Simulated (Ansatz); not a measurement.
GeCl3⁻, relaxed as a triplet with UKS PBE0-D4/def2-SVPD in Ansatz, starting from the PBE0-D4/def2-SVPD geometry of the charge -1 singlet. Force threshold 0.02 eV/Å.

The relaxation made no stability test and no search for a lower SCF solution. At PBE0-D4/def2-SVPD a singlet of charge -1 lies 2.43 eV below the triplet, each at its own geometry. The structure comes from a short search, and lower isomers may exist.

Start:

```xyz
4

Ge    0.072    0.358    0.782
Cl   -1.829    0.758   -0.497
Cl    0.105   -1.957    0.569
Cl    1.652    0.841   -0.854
```

```
step  energy (eV)  largest force component (eV/Å)  SCF passes
   1  -94050.8580                           1.689          59
   2  -94051.1023                           0.445          27
   3  -94051.1263                           0.106          25
   4  -94051.1283                           0.066          26
   5  -94051.1422                           0.416          32
   6  -94051.4085                           0.926          35
   7  -94051.8825                           1.503          24
   8  -94052.2996                           1.252          24
   9  -94052.5644                           0.510          22
  10  -94052.6587                           0.138          23
  11  -94052.6792                           0.161          20
  12  -94052.6889                           0.117          20
  13  -94052.6916                           0.162          19
  14  -94052.6993                           0.031          20
  15  -94052.6997                           0.012          20
```

Force components are those of the run's own axes.

End:

Cartesian coordinates in Å:
```
Ge 0.002 -0.002 -0.002
Cl -2.107 0.934 -0.425
Cl 0.162 -2.082 1.078
Cl 1.943 1.150 -0.651
```

By distances, no bond broke or formed. The bond that changes most is Ge1–Cl3, from 2.33 to 2.35 Å (atoms count from 1).

No frequencies were taken in this run, so the end may be a saddle point.

It took 30 s on 4 threads of Arm Neoverse V2 on a shared host.
